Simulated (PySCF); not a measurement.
Compound: CH5F2NSi.
SMILES with atom numbers: `[NH2:1][SiH2:2][CH:3]([F:4])[F:5]` (hydrogens: H6, H7 on N1; H8, H9 on Si2; H10 on C3)

Structure used (PBE0-D3(BJ)/def2-SVP), in Å, numbered top down from 1:
```
atom  x, y, z in Å
N1    -1.462   -0.742    0.334
Si2   -0.415    0.587   -0.004
C3     1.356   -0.143   -0.078
F4     1.369   -1.127   -1.027
F5     2.253    0.807   -0.448
H6    -2.378   -0.581    0.737
H7    -1.482   -1.529   -0.307
H8    -0.608    1.307   -1.303
H9    -0.519    1.566    1.117
H10    1.708   -0.594    0.868
```

The closed-shell ground state was solved at several levels (PySCF, density fitting, gas phase, non-relativistic).

| level | basis functions | HOMO (eV) | LUMO (eV) | gap (eV) | dipole (D) |
| --- | --- | --- | --- | --- | --- |
| PBE0/pcSseg-1 | 117 | -7.65 | 0.44 | 8.09 | 2.74 |
| B3LYP/def2-SVPD | 150 | -7.55 | -0.26 | 7.29 | 2.70 |

Problem. What might CAM-B3LYP/pcSseg-2 (257 basis functions) give for the same quantities?

Solution. HOMO -9.22 eV, LUMO 0.71 eV, gap 9.93 eV, dipole 2.75 D.

Problem. Over all these levels, which gives the widest orbital gap and which the narrowest?

Solution. CAM-B3LYP/pcSseg-2 (range-separated hybrid) has the widest, 9.93 eV, and B3LYP/def2-SVPD (global hybrid, 20 % exact exchange) the narrowest, 7.29 eV. Functional and basis both differ between the two, so the spread mixes both effects.

Problem. How far do the dipole and the HOMO energy spread over the levels?

Solution. The dipole runs from 2.70 to 2.75 D (mean 2.73 D) and the HOMO from -9.22 to -7.55 eV.

One conformer stands for the species.
